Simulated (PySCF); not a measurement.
Ligand exchange on a metal centre used in film growth or etching (Ti Cl-OH). Isolated molecules, 0 K electronic values unless said otherwise. One relaxed conformer stands for each flexible species; it need not be the lowest.

Level of theory: TPSSh-D3(BJ)/def2-TZVP // BP86-D3(BJ)/def2-SVP in PySCF. All candidates: neutral, multiplicity 1. 

The HOMO is -8.92 eV and the LUMO is -4.32 eV. The HOMO–LUMO gap is 4.61 eV.

### Question
Say which member has these values.
(A) [Ti(Cl)3(OH)]
(B) [Ti(Cl)4]
(C) [Ti(OH)4]
(D) [Ti(Cl)2(OH)2]

### Answer
B, [Ti(Cl)4]. The others give [Ti(Cl)3(OH)]: -8.48 eV, -3.70 eV, 4.78 eV; [Ti(Cl)2(OH)2]: -8.10 eV, -3.06 eV, 5.04 eV; [Ti(OH)4]: -8.06 eV, -1.79 eV, 6.27 eV
